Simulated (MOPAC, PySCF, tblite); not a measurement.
Bond stretch in H4B2, SMILES BB. The B1–B4 bond (B1 also carries H, H; B4 carries H, H) is pulled apart rigidly from the PBE0/def2-TZVP optimised geometry. Each curve is given relative to its own lowest point near equilibrium.

```tsv
R / Å	A	B	C
1.30	194.5	200.6	52.5
1.38	99.9	89.3	19.7
1.45	48.3	36.5	4.5
1.54	12.5	5.8	0.0
1.56	8.1	2.9	0.9
1.63	0.0	0.0	8.7
1.69	0.8	4.4	20.3
1.74	5.6	11.5	32.8
1.77	10.0	16.8	41.3
1.87	30.7	38.7	74.2
2.03	75.8	81.7	135.9
2.18	124.1	126.0	197.7
2.44	207.7	207.1	301.7
2.68	276.2	279.0	385.7
2.91	330.3	340.5	452.6
3.26	389.3	415.5	529.9
3.55	419.3	459.6	575.7
3.97	441.4	499.0	646.6
4.35	449.5	517.1	653.2
4.85	453.2	525.1	661.7
5.65	454.4	526.7	674.8
```

Energies in kJ/mol.

### Question
Assign the columns to these levels of theory: tblite with GFN2-xTB, 300 K electronic temperature; SC-NEVPT2 on CASSCF(2,2)/def2-TZVP, all electrons correlated in PySCF; MOPAC with PM7, restricted, heats of formation.

### Answer
A is NEVPT2; B is GFN2-xTB; C is PM7.

The restricted form behind PM7 keeps the bonding electrons paired and can't separate into open-shell fragments.
